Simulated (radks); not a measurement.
All-electron atom: Au IV in [Xe] 4f14 5d8. Calculated with a radial shooting solver on a logarithmic mesh with Libxc functionals: Dirac Kohn-Sham, PBEsol, spin-unpolarised, spherical densities, point nucleus; open shells fill j = l - 1/2 first.

Normalised radial functions P(r) = r R(r) (large component), r in bohr:

| r | 4f7/2 | 5p3/2 | 5d5/2 |
|---|---|---|---|
| 0.0006336 | 0.0000 | 0.0006 | 0.0000 |
| 0.0009681 | 0.0000 | 0.0014 | 0.0000 |
| 0.001479 | 0.0000 | 0.0030 | 0.0000 |
| 0.002279 | 0.0000 | 0.0066 | 0.0001 |
| 0.003482 | 0.0000 | 0.0142 | 0.0002 |
| 0.005321 | 0.0000 | 0.0297 | 0.0006 |
| 0.00813 | 0.0001 | 0.0596 | 0.0020 |
| 0.01252 | 0.0003 | 0.1135 | 0.0063 |
| 0.01914 | 0.0013 | 0.1925 | 0.0184 |
| 0.02924 | 0.0059 | 0.2741 | 0.0497 |
| 0.04468 | 0.0241 | 0.2767 | 0.1174 |
| 0.06883 | 0.0893 | 0.0717 | 0.2270 |
| 0.1052 | 0.2716 | -0.2942 | 0.3016 |
| 0.1607 | 0.6558 | -0.3630 | 0.1640 |
| 0.2456 | 1.1723 | 0.2263 | -0.2350 |
| 0.3783 | 1.4482 | 0.5853 | -0.4377 |
| 0.578 | 1.1656 | -0.2463 | 0.0377 |
| 0.8832 | 0.5917 | -1.0930 | 0.7354 |
| 1.35 | 0.1733 | -0.8402 | 0.8989 |
| 2.079 | 0.0237 | -0.2442 | 0.5313 |
| 3.177 | 0.0012 | -0.0244 | 0.1559 |
| 4.854 | 0.0000 | -0.0005 | 0.0171 |

4f7/2: eigenvalue -115.59 eV, 0 radial nodes, <r> = 0.502 bohr, 90 % of the charge inside 0.806 bohr. 5p3/2: eigenvalue -90.934 eV, 3 radial nodes at r = 0.0752, 0.216, 0.528 bohr, <r> = 1.09 bohr, 90 % of the charge inside 1.58 bohr. 5d5/2: eigenvalue -39.782 eV, 2 radial nodes at r = 0.195, 0.565 bohr, <r> = 1.45 bohr, 90 % of the charge inside 2.20 bohr.
